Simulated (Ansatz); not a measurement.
Consider the hydrogenolysis of a C–C bond: `FC(F)CC(F)(F)C(F)(F)F` + H₂ → `FC(F)C(F)(F)F` + `CC(F)F`.

Gas-phase electronic energies from Ansatz, PBE0-D4/def2-TZVP geometries. CBS: MP2 limit from def2 TZ/QZ plus the TZ coupled-cluster correction, frozen cores. This one scheme is used for every species. DFT in def2-TZVPP. One conformer a species, not always the lowest.

CCSD(T)/CBS gives -0.56 eV.

Task: Another level gave -0.67 eV. Which?
A. BLYP-D4/def2-TZVPP
B. ωB97M-V/def2-TZVPP
C. LDA (SPW92)/def2-TZVPP
D. PBE/def2-TZVPP

Result: D. PBE -0.67, LDA (SPW92) -0.43, BLYP-D4 -0.58, ωB97M-V -0.52 eV.

Largest T1 diagnostic among the species: 0.012.

In def2-TZVPP, CCSD(T) changes the Hartree–Fock value by +0.34 eV (the triples alone add +0.07 eV) and MP2 by +0.35 eV. Leaving LDA and LC-ωPBE aside and taking each functional with its dispersion term where it has one, the values, not all of them listed here, spread over 0.16 eV, from B2PLYP to r2SCAN-D4. LDA lies +0.24 eV from PBE without D4.
